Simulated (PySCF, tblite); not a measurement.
Isomers of C5H3N2P, one GFN2-xTB conformer each. Single-point energies are computed at PBE0/pcSseg-1 (PySCF, gas phase, no added dispersion term), electronic only.

Problem. Rank them by PBE0/pcSseg-1 energy, lowest first (kJ/mol).
A. `N#CC1=NC=CP=C1`
B. `N#Cc1ccpcn1`
C. `c1(cnccp1)C#N`

Solution. C (0.0), A (8.2), B (15.1).

Neighbours under 10 kJ/mol apart (N#Cc1cnccp1 and N#Cc1cpccn1; N#Cc1cpccn1 and N#Cc1ccpcn1) can change places with a better method, another conformer or zero-point energy. GFN2-xTB itself gives, in the same order: 0.0, 10.2, 11.3. Both levels put the same isomer lowest; measured from each level's own lowest isomer, the values differ by up to 3.8 kJ/mol (N#Cc1ccpcn1: 11.3 against 15.1).

Problem. Which frontier levels, dipoles and rotational constants go with these structures?

Solution. 
```json
{"SMILES": "N#Cc1cnccp1", "HOMO (eV, PBE0/pcSseg-1)": "-8.14", "LUMO (eV)": "-3.02", "dipole (D)": "4.23", "A, B, C (MHz)": "3660, 1501, 1064"}
{"SMILES": "N#Cc1cpccn1", "HOMO (eV, PBE0/pcSseg-1)": "-8.28", "LUMO (eV)": "-2.86", "dipole (D)": "4.76", "A, B, C (MHz)": "4128, 1321, 1001"}
{"SMILES": "N#Cc1ccpcn1", "HOMO (eV, PBE0/pcSseg-1)": "-7.89", "LUMO (eV)": "-2.97", "dipole (D)": "4.35", "A, B, C (MHz)": "5309, 1180, 965.3"}
```

Problem. What happens when harmonic zero-point energies from GFN2-xTB frequencies are added?

Solution. 
| SMILES | ZPE (kJ/mol) | electronic (kJ/mol) | with ZPE (kJ/mol) |
| --- | --- | --- | --- |
| N#Cc1cnccp1 | 179.1 | 0.0 | 0.0 |
| N#Cc1cpccn1 | 178.8 | 8.2 | 8.0 |
| N#Cc1ccpcn1 | 178.8 | 15.1 | 14.8 |

The zero-point energies span 0.3 kJ/mol. The order is unchanged.
